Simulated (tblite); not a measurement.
CH₂Cl (SMILES [CH2]Cl), doublet, at a GFN2-xTB geometry; GFN1-xTB with ALPB(water) in tblite 0.6.0.

Input for tblite:
```
$ tblite run mol.xyz --method gfn1 --charge 0 --spin 1 --alpb water --json tblite.json --no-restart

# file mol.xyz
4

C      0.00128034    -0.21316871    -1.07804677
Cl    -0.00067229     0.11193254     0.56607046
H      0.94272613    -0.30818573    -1.57707968
H     -0.93897920    -0.31565514    -1.57783752
```

Task: What does tblite print? Leave out banner, timings and long lists.

Result: 
```
xTB calculator
 | screened Coulomb repulsion
 | Coulomb electrostatics
 |  * isotropic Klopman-Ohno-Mataga-Nishimoto electrostatics
 |  * onsite third-order electrostatics
 | DFT-D3(BJ) dispersion correction
 | Interactions (3)
 | [1] alpb/gbsa reaction field model
 | [2] cds contribution to solvation
 | [3] empirical free energy shift and standard state/solvent correction

halogen bonding energy    0.0000000000000E+00 Eh
repulsion energy          5.1124253698821E-02 Eh
dispersion energy        -6.4428093399709E-04 Eh
interaction energy        1.1274303389654E-03 Eh
number of electrons       1.3000000000000E+01 e
integral cutoff           1.9731147476801E+01 bohr

------------------------------------------------------------
  cycle        total energy    energy error   density error
------------------------------------------------------------
      1     -7.353327335606  -7.4049347E+00   4.5577509E-01
      2     -7.353998952054  -6.7161645E-04   2.7986007E-01
      3     -7.353999186746  -2.3469156E-07   6.1823193E-03
      4     -7.354009641391  -1.0454646E-05   8.4760810E-04
      5     -7.354009707230  -6.5838903E-08   9.4275308E-05
      6     -7.354009708799  -1.5690533E-09   2.2018911E-05
      7     -7.354009708833  -3.3928416E-11   1.9303923E-07
------------------------------------------------------------

electronic energy        -7.4056171119368E+00 Eh
total energy             -7.3540097088330E+00 Eh

Post processing:
 | Mayer-Wiberg bond orders

[Info] JSON dump of results written to 'tblite.json'
```
